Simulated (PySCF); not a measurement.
# Fractional electron number in Be²⁺ (beryllium, charge +2)

The 1s beta orbital of 1s2 is emptied in steps (occupation f), with all orbitals relaxed, ending at 1s1. All numbers are calculated (PySCF 2.14, no relativity, point nucleus, in aug-cc-pVDZ (4s3p2d, 23 functions)). The exact energy is a straight line in f; departures are measured from the line between the end points of the same method.

```json
{"f": "1", "UHF (eV)": "0.000", "LDA (eV)": "0.000", "BHandHLYP (eV)": "0.000"}
{"f": "0.9", "UHF (eV)": "0.023", "LDA (eV)": "-2.005", "BHandHLYP (eV)": "-1.006"}
{"f": "0.7", "UHF (eV)": "0.050", "LDA (eV)": "-4.565", "BHandHLYP (eV)": "-2.311"}
{"f": "0.5", "UHF (eV)": "0.056", "LDA (eV)": "-5.250", "BHandHLYP (eV)": "-2.705"}
{"f": "0.3", "UHF (eV)": "0.045", "LDA (eV)": "-4.178", "BHandHLYP (eV)": "-2.233"}
{"f": "0.1", "UHF (eV)": "0.018", "LDA (eV)": "-1.594", "BHandHLYP (eV)": "-0.922"}
{"f": "0", "UHF (eV)": "0.000", "LDA (eV)": "0.000", "BHandHLYP (eV)": "0.000"}
```

For LDA, how does the orbital energy at f = 1 compare with the removal energy?

−ε = 130.35 eV against a total-energy difference of 152.85 eV. By Janak's theorem ε = ∂E/∂f, so the gap between them reflects the curvature. Along the path −ε is 135.23 (f = 0.9), 144.80 (f = 0.7), 153.95 (f = 0.5), 162.28 (f = 0.3), 168.71 (f = 0.1) eV.

| method | E(f=0) − E(f=1) (eV) | −ε at f=1 (eV) | −ε at f=0.5 (eV) |
| --- | --- | --- | --- |
| UHF | 153.97 | 154.24 | 153.95 |
| LDA | 152.85 | 130.35 | 153.95 |
| BHandHLYP | 155.26 | 143.99 | 155.49 |

As f goes to zero the orbital energy of a semilocal functional can turn back, because the density of that orbital vanishes from the exchange-correlation potential.

Reference removal energy between the ground levels: 153.90 eV (theoretical estimate listed by NIST; NIST Atomic Spectra Database, ionization energies). UHF lacks correlation.
